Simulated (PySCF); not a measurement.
C2H7OSi, doublet, geometry from GFN2-xTB; DF-PBE/def2-SVP in PySCF.

PySCF was given this input:
```python
from pyscf import gto, scf, dft

mol = gto.M(
    atom='''
C     1.55954224   -0.85483146   -0.06057851
Si   -0.00409954    0.11042766    0.41990388
C    -1.61548157   -0.77735125   -0.08781307
O     0.14749450    1.52106607   -0.41685221
H     2.45557952   -0.30805525    0.21258839
H     1.59245114   -1.82297485    0.42837687
H     1.58487872   -1.01660238   -1.13671739
H    -1.65077682   -0.90745530   -1.16930641
H    -2.49888187   -0.21755192    0.20663270
H    -1.68428893   -1.75985196    0.36611303
H    -0.58588832    2.11107204   -0.56117454
''',
    basis='def2-svp',
    spin=1,
    verbose=4,
)

mf = dft.UKS(mol)
mf.xc = 'pbe'
mf = mf.density_fit(auxbasis='def2-universal-jkfit')
mf.kernel()
mf.analyze()
```

The log (banner, timings and long lists left out):

```
PySCF version 2.14.0

[INPUT] verbose = 4
[INPUT] num. atoms = 11
[INPUT] num. electrons = 41
[INPUT] charge = 0
[INPUT] spin (= nelec alpha-beta = 2S) = 1
[INPUT] symmetry False subgroup None
[INPUT] Mole.unit = angstrom
[INPUT] Symbol           X                Y                Z      unit          X                Y                Z       unit  Magmom
[...]
nuclear repulsion = 168.163720132435
number of shells = 47
number of NR pGTOs = 157
number of NR cGTOs = 95
basis = def2-svp
ecp = {}

******** <class 'pyscf.df.df_jk.DFUKS'> ********
method = DFUKS
initial guess = minao
damping factor = 0
level_shift factor = 0
DIIS = <class 'pyscf.scf.diis.CDIIS'>
diis_start_cycle = 1
diis_space = 8
diis_damp = 0
SCF conv_tol = 1e-09
SCF conv_tol_grad = None
SCF max_cycles = 50
direct_scf = False
number electrons alpha = 21  beta = 20
XC library pyscf.dft.libxc version 7.1.2
    S. Lehtola, C. Steigemann, M. J. T. Oliveira, and M. A. L. Marques,  SoftwareX 7, 1–5 (2018)
XC functionals = pbe
    J. P. Perdew, K. Burke, and M. Ernzerhof,  Phys. Rev. Lett. 77, 3865 (1996)
    J. P. Perdew, K. Burke, and M. Ernzerhof,  Phys. Rev. Lett. 78, 1396 (1997)
    J. P. Perdew, K. Burke, and M. Ernzerhof,  Phys. Rev. Lett. 77, 3865 (1996)
    J. P. Perdew, K. Burke, and M. Ernzerhof,  Phys. Rev. Lett. 78, 1396 (1997)
radial grids:
    Treutler-Ahlrichs [JCP 102, 346 (1995); DOI:10.1063/1.469408] (M4) radial grids

becke partition: Becke, JCP 88, 2547 (1988); DOI:10.1063/1.454033
pruning grids: <function nwchem_prune>
grids dens level: 3
symmetrized grids: False
atomic radii adjust function: <function treutler_atomic_radii_adjust>
small_rho_cutoff = 0
Set gradient conv threshold to 3.16228e-05
tot grids = 130160
init E= -444.621223655656

cycle= 1 E= -444.392735521214  delta_E= 0.228  |g|= 0.672  |ddm|= 2.35
cycle= 2 E= -443.589077547872  delta_E= 0.804  |g|= 1.47  |ddm|= 2.66
cycle= 3 E= -444.553414386737  delta_E= -0.964  |g|= 0.26  |ddm|= 2.34
cycle= 4 E= -444.586722759171  delta_E= -0.0333  |g|= 0.0736  |ddm|= 0.357
cycle= 5 E= -444.589366211087  delta_E= -0.00264  |g|= 0.0164  |ddm|= 0.0858
cycle= 6 E= -444.589547597427  delta_E= -0.000181  |g|= 0.00437  |ddm|= 0.0297
cycle= 7 E= -444.589558131965  delta_E= -1.05e-05  |g|= 0.00136  |ddm|= 0.00821
cycle= 8 E= -444.589559007541  delta_E= -8.76e-07  |g|= 0.000583  |ddm|= 0.00196
cycle= 9 E= -444.58955919188  delta_E= -1.84e-07  |g|= 0.000132  |ddm|= 0.000753
[...]
converged SCF energy = -444.589559203086  <S^2> = 0.75125101  2S+1 = 2.0012506
Total Energy =                        -444.589559203086083
[...]
spin_pop of  4 H 2py      -0.00000
spin_pop of  4 H 2pz      -0.00000
spin_pop of  5 H 1s       -0.00171
spin_pop of  5 H 2s        0.00018
spin_pop of  5 H 2px       0.00000
spin_pop of  5 H 2py      -0.00000
spin_pop of  5 H 2pz      -0.00001
spin_pop of  6 H 1s        0.02408
spin_pop of  6 H 2s        0.00212
spin_pop of  6 H 2px       0.00001
spin_pop of  6 H 2py      -0.00001
spin_pop of  6 H 2pz      -0.00001
spin_pop of  7 H 1s        0.02470
spin_pop of  7 H 2s        0.00216
spin_pop of  7 H 2px       0.00001
spin_pop of  7 H 2py      -0.00000
spin_pop of  7 H 2pz      -0.00001
spin_pop of  8 H 1s       -0.00168
spin_pop of  8 H 2s        0.00005
spin_pop of  8 H 2px       0.00001
spin_pop of  8 H 2py      -0.00000
spin_pop of  8 H 2pz      -0.00001
spin_pop of  9 H 1s       -0.00178
spin_pop of  9 H 2s        0.00017
spin_pop of  9 H 2px       0.00000
spin_pop of  9 H 2py      -0.00000
spin_pop of  9 H 2pz      -0.00001
spin_pop of  10 H 1s       -0.00111
spin_pop of  10 H 2s        0.00042
spin_pop of  10 H 2px      -0.00001
spin_pop of  10 H 2py       0.00001
spin_pop of  10 H 2pz       0.00006
 ** Mulliken Spin Density (per atom)  **
spin density of  0 C =      0.03873
spin density of  1 Si =      0.76931
spin density of  2 C =      0.04713
spin density of  3 O =      0.09872
spin density of  4 H =     -0.00153
spin density of  5 H =     -0.00154
spin density of  6 H =      0.02619
spin density of  7 H =      0.02685
spin density of  8 H =     -0.00162
spin density of  9 H =     -0.00161
spin density of  10 H =     -0.00063
 ** Mulliken pop alpha/beta on meta-lowdin orthogonal AOs **
 ** Mulliken pop       alpha | beta **
In total            21.00000 | 20.00000
 ** Mulliken atomic charges   ( Nelec_alpha | Nelec_beta ) **
charge of  0C =     -0.54184  (     3.29028      3.25156 )
charge of  1Si =      0.72613  (     7.02159      6.25228 )
charge of  2C =     -0.55241  (     3.29977      3.25264 )
charge of  3O =     -0.65918  (     4.37895      4.28023 )
charge of  4H =      0.12401  (     0.43723      0.43876 )
charge of  5H =      0.11735  (     0.44056      0.44209 )
charge of  6H =      0.11410  (     0.45604      0.42985 )
charge of  7H =      0.11098  (     0.45794      0.43108 )
charge of  8H =      0.11557  (     0.44140      0.44302 )
charge of  9H =      0.12140  (     0.43850      0.44011 )
charge of  10H =      0.32389  (     0.33774      0.33837 )
Dipole moment(X, Y, Z, Debye): -1.18160,  0.01709, -0.50756
```
